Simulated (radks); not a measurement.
Task: Ionisation of the fluorine ion F2+, [He] 2s2 2p3, to [He] 2s2 2p2 as the strength of local exchange is varied. Method: scalar-relativistic Kohn-Sham, Slater X-alpha exchange (alpha = 2/3 is LDA exchange), no correlation, spin-polarised, spherical densities, finite nucleus; open shells are filled with parallel spins first; Fermi nuclear charge, rms radius 2.8976 fm; computed with a radial shooting solver on a logarithmic mesh with Libxc functionals.

| alpha | E(F2+) (hartree) | exchange (hartree) | IE (eV) | -e of the level emptied (eV) | <r> of it (bohr) |
|---|---|---|---|---|---|
| 0.564 | -95.50364 | -6.88005 | 58.675 | 47.335 (2p) | 0.9016 |
| 0.585 | -95.76010 | -7.15107 | 59.314 | 47.946 (2p) | 0.8978 |
| 0.667 | -96.76660 | -8.21948 | 61.840 | 50.370 (2p) | 0.8831 |
| 0.761 | -97.93038 | -9.46416 | 64.802 | 53.221 (2p) | 0.8669 |
| x | -97.32240 | -8.81269 | 63.250 | 51.725 (2p) | 0.8752 |

Which alpha was used in the last row?

Result: alpha = 0.712. NIST Atomic Spectra Database: 62.708 eV (semi-empirical). The Delta-SCF value meets it near alpha = 0.69. Open shells are spherical and high-spin; term and fine-structure splittings are not resolved.
